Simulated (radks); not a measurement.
Values are calculated unless marked as measured or tabulated.
Task: Isoelectronic series with 4 electrons, each ion in its NIST ground configuration. Level of theory: non-relativistic Kohn-Sham, r2SCAN, spin-polarised, spherical densities, point nucleus; meta-GGA in the generalised Kohn-Sham scheme (a radial shooting solver on a logarithmic mesh with Libxc functionals). Total energies (hartree) and screening constants sigma, defined by e = -(Z - sigma)^2 / (2 n^2) hartree:

ion    configuration  E (hartree)     2s     1s
Be          [He] 2s2    -14.64909  2.700  1.175
F5+         [He] 2s2    -88.00709  2.480  1.223
Si10+       [He] 2s2   -223.87772  2.446  1.231
K15+        [He] 2s2   -422.24897  2.432  1.234
Cr20+       [He] 2s2   -683.12019  2.425  1.236
Cu25+       [He] 2s2  -1006.49132  2.420  1.237
Se30+       [He] 2s2  -1392.36238  2.417  1.238
In45+       [He] 2s2  -2924.97524  2.411  1.239

Estimate the row of Ru40+ ([He] 2s2).

Result: E (hartree) -2351.60432; 2s 2.413; 1s 1.239.
